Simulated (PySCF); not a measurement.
**Löwdin shares of the frontier orbitals**

C₅H₁₀F₂Si.
Cartesian coordinates in Å at the GFN2-xTB level; atoms count from 1:
```xyz
18
C5H10F2Si angstrom
F     -0.7102    1.2162    1.9083
C     -0.6997    1.3709    0.5236
C     -1.5191    0.2430   -0.0967
C     -0.9046   -1.1342    0.1568
C      0.4069   -1.3740   -0.5890
C      1.5571   -0.5177   -0.0504
Si     1.1072    1.3166   -0.1121
F      2.0606    2.1778    0.8624
H     -1.1961    2.3321    0.3452
H     -1.5963    0.4300   -1.1699
H     -2.5264    0.2629    0.3266
H     -1.6263   -1.8953   -0.1485
H     -0.7367   -1.2498    1.2297
H      0.6732   -2.4299   -0.4963
H      0.2617   -1.1638   -1.6515
H      2.4639   -0.7295   -0.6185
H      1.7624   -0.8119    0.9821
H      1.2137    1.9631   -1.4135
```

Computed, not measured: PySCF, TDDFT PBE0/def2-SVPD, vertical, gas phase, core orbitals frozen in the response.

Frontier orbitals with the atoms that hold most of them (Löwdin shares over 4%, at most four atoms; ? is withheld):

```tsv
orbital	ε (eV)	atoms
LUMO+2	0.92	Si7 14%, H18 12%, H9 11%, C6 10%
LUMO+1	0.50	Si7 18%, C5 8%, C6 7%, C4 7%
LUMO	0.23	Si7 29%, H18 12%, F8 9%, C5 7%
HOMO	?	?
HOMO-1	-8.76	?
HOMO-2	-9.55	C4 20%, C5 14%, F1 12%, C3 7%
HOMO-3	-9.65	C4 14%, C5 11%, F1 9%, C6 9%
```

(1) Give the leading atoms of the HOMO-1.

(2) Which atoms hold the HOMO, and with what shares?

(3) What is the HOMO energy, and the HOMO–LUMO gap?

## Answers

(1) Si7 (bonded to 2 C, F and H) 15%; C6 (bonded to C, Si and 2 H) 15%; H18 (bonded to Si) 11%; C2 (bonded to C, F, Si and H) 10%. By element: carbon 25% or more, silicon 15%, hydrogen 11% or more.

(2) C2 (bonded to C, F, Si and H) 22%; Si7 (bonded to 2 C, F and H) 16%; C6 (bonded to C, Si and 2 H) 13%; F1 (bonded to C) 12%. By element: carbon 35% or more, silicon 16%, fluorine 12% or more.

(3) ε(HOMO) = -7.91 eV; the gap is 8.13 eV (0.2990 hartree).

Question: The HOMO–LUMO gap is 8.13 eV. Where does the response calculation put the lowest singlet, and from which orbitals?

Answer: S1 is at 6.77 eV (f = 0.0011), 1.37 eV below the gap, made of HOMO→LUMO (94%). 

Question: One configuration dominates each of S1, S2, S3 and S5. Which, and how do the shares of the two leading atoms of either orbital change from the occupied to the empty one?

Answer: 
- S1 (6.77 eV, f 0.0011), HOMO→LUMO (94%): C2 22% → at most 7%, Si7 16% → 29%, H18 at most 12% → 12%
- S2 (7.29 eV, f 0.0066), HOMO→LUMO+1 (92%): C2 22% → at most 7%, Si7 16% → 18%, C5 at most 12% → 8%
- S3 (7.66 eV, f 0.0050), HOMO-1→LUMO (73%): Si7 15% → 29%, C6 15% → at most 7%, H18 11% → 12%
- S5 (8.11 eV, f 0.016), HOMO-1→LUMO+1 (83%): Si7 15% → 18%, C6 15% → 7%, C5 at most 11% → 8%

Löwdin shares depend on the basis, the more so with diffuse functions.

One conformer stands for the species.
